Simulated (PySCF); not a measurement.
F3GeH3Si. Atoms are numbered in the order given.

```xyz
8

F      1.3727    -0.7925    -1.0015
Ge     0.0000     0.0000    -0.3034
F      0.0000     1.5851    -1.0015
F     -1.3727    -0.7925    -1.0015
Si     0.0000     0.0000     2.0843
H      1.2289     0.7095     2.5229
H      0.0000    -1.4190     2.5229
H     -1.2289     0.7095     2.5229
```
Charge 0, spin multiplicity 1.

Geometry optimised at B3LYP-D3(BJ)/def2-SVP. The structure was generated by enumeration, and PubChem lists no compound with its InChIKey, so it may never have been made.

These are TDDFT-PBE0/def2-SVPD run with PySCF 2.14.0 values and carry that method's errors.

Vertical excitations; the highest root listed may be one member of a degenerate set.  State labels are in the subgroup Cs.

Computed UV-visible absorptions:
| state | symmetry | energy (eV) | λ (nm) | f | main pairs |
|---|---|---|---|---|---|
| S1 | A' | 7.89 | 157 | 0.046 | HOMO→LUMO+2 (degenerate set) |
| S2 | A" | 7.89 | 157 | 0.046 | HOMO→LUMO+1 (degenerate set) |
| S3 | A' | 7.97 | 156 | 0.513 | HOMO→LUMO 93 % |
| S4 | A" | 8.66 | 143 | 0.004 | HOMO−1→LUMO (degenerate set) |
| S5 | A' | 8.66 | 143 | 0.004 | HOMO−2→LUMO (degenerate set) |
| S6 | A' | 8.70 | 143 | 0.000 | HOMO→LUMO+3 93 % |
| S7 | A" | 8.75 | 142 | 0.000 | HOMO−2→LUMO+1 49 %, HOMO−1→LUMO+2 49 % |
| S8 | A" | 9.01 | 138 | 0.000 | HOMO−3→LUMO 91 % |
| S9 | A" | 9.08 | 137 | 0.012 | HOMO−1→LUMO+2, HOMO−2→LUMO+1, HOMO−1→LUMO+3 (degenerate set) |
| S10 | A' | 9.08 | 137 | 0.012 | HOMO−2→LUMO+2, HOMO−1→LUMO+1, HOMO−2→LUMO+3 (degenerate set) |
| T1 | A' | 6.66 | 186 | 0 | HOMO→LUMO 95 % |
| T2 | A' | 6.83 | 181 | 0 | HOMO→LUMO+2 (degenerate set) |
| T3 | A" | 6.83 | 181 | 0 | HOMO→LUMO+1 (degenerate set) |
| T4 | A' | 7.91 | 157 | 0 | HOMO−2→LUMO+2 41 %, HOMO−1→LUMO+1 41 %, HOMO→LUMO+3 12 % |
Triplets are in the Tamm–Dancoff approximation, which puts them higher than full response would, so one can lie above its singlet here.
